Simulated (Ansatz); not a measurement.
Reactions of CH$_{2}$FNOSi, SMILES `O=C=N[SiH2]F`.

Isolated molecules relaxed with PBE0-D4/def2-TZVP in Ansatz; ΔE leaves out vibrations. CBS: MP2 limit from def2 TZ/QZ plus the TZ coupled-cluster correction, frozen cores. This one scheme is used for every species, atoms too. Functionals use def2-TZVPP. B3LYP here is the variant with VWN-RPA as its local correlation; programs differ in this. Open shells (•) are unrestricted, without spin–orbit coupling. Spin–orbit coupling would lower the free atoms: a little for C, F, O, Si. Each species was taken in one conformer, which may not be the lowest.

| reaction | ωB97X-V (eV) | B3LYP-D4 (eV) | PBE-D4 (eV) | B97M-V (eV) |
| --- | --- | --- | --- | --- |
| `O=C=N[SiH2]F` + HCl → `O=C=N[SiH2]Cl` + H–F | 0.47 | 0.47 | 0.37 | 0.50 |
| `O=C=N[SiH2]F` → `O=C1N[SiH]1F` | 1.77 | 1.86 | 1.56 | 1.76 |
| `O=C=N[SiH2]F` + H₂O → `O=C=N[SiH2]O` + H–F | 0.43 | 0.43 | 0.40 | 0.46 |
| `O=C=N[SiH2]F` + `N[SiH](F)F` → `F[SiH2]N[SiH](F)F` + `N=C=O` | 0.28 | 0.29 | 0.23 | 0.29 |
| `O=C=N[SiH2]F` → C• + F• + 2 H• + N• + O• + Si• | 31.68 | 31.58 | 32.66 | 31.66 |
| `O=C=N[SiH2]F` + H₂ → `O=C=N[SiH3]` + H–F | 1.29 | 1.31 | 1.22 | 1.36 |

(1) Give the CCSD(T)/CBS values in the same order. (Estimate.)

Largest T1 diagnostic: 0.018, for `N=C=O`.

Results:

(1) Ansatz gave: 0.43, 1.78, 0.41, 0.26, 31.47, 1.28 eV.
